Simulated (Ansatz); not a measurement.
A structure relaxed at r2SCAN/def2-TZVP in Ansatz, charge 0, singlet:

Cartesian coordinates in Å:
```
Mg -0.992 1.470 0.547
Mg 0.340 0.126 -1.820
Mg -0.955 -1.554 0.345
Mg 1.606 -0.042 0.929
```

**Question.** Give its formula and point group.

**Answer.** Mg4. Point group Td (tolerance 0.1 Å).

**Question.** Summarise the bond lengths by kind (pairs closer than 1.2 times the sum of covalent radii, bridged metal pairs left out).

**Answer.** 6 × Mg–Mg 3.03 Å.

The structure comes from a short search, and lower isomers may exist.
